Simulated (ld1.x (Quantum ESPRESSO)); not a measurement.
Which change was made? (H, TM)

hydrogen, norm-conserving Troullier–Martins (Kleinman–Bylander form), made with ld1.x (Quantum ESPRESSO) 7.5 (BLYP, scalar-relativistic). Core none, reference 1s0.5 (charge +0.5). Waves: 1s (bound): rc 1.10 bohr; 2p channel at 0.4 Ry: rc 0.95 bohr. Local part: all-electron potential smoothed inside 0.90 bohr (lloc = -1). Core correction: none.

Cutoffs, loose and tight: the cutoffs (Ry, on a coarse ladder) from which the occupation-weighted sum of valence levels, in a spherical-Bessel basis at the reference potential, stays within 10 and 1 mRy of its value at 400 Ry. They do not see the model core or the augmentation charge, which bear on the density cutoff. Test errors are all-electron minus pseudo excitation energies from the reference, over the configurations 1s1; variants that change the core or the reference have their own tests.

The base gives: outcome: generated; cutoff, loose: 21 Ry; cutoff, tight: 40 Ry; bound ghosts: none.

(1) After one change the result is: outcome: generated; cutoff, loose: 12 Ry; cutoff, tight: 21 Ry; bound ghosts: none. Which change was it?
A. all radii scaled by about 1.40 (s 1.54, p 1.34 bohr); local potential all-electron potential smoothed inside 1.26 bohr (lloc = -1)
B. reference 1s1
C. wave 1s (bound): rc 1.10 bohr becomes 1s (bound): rc 1.70 bohr

Answers

(1) C. The others give: reference 1s1 → outcome: generated; cutoff, loose: 25 Ry; cutoff, tight: 40 Ry; bound ghosts: none | all radii scaled by about 1.40 (s 1.54, p 1.34 bohr); local potential all-electron potential smoothed inside 1.26 bohr (lloc = -1) → outcome: generated; cutoff, loose: 15 Ry; cutoff, tight: 25 Ry; bound ghosts: none.
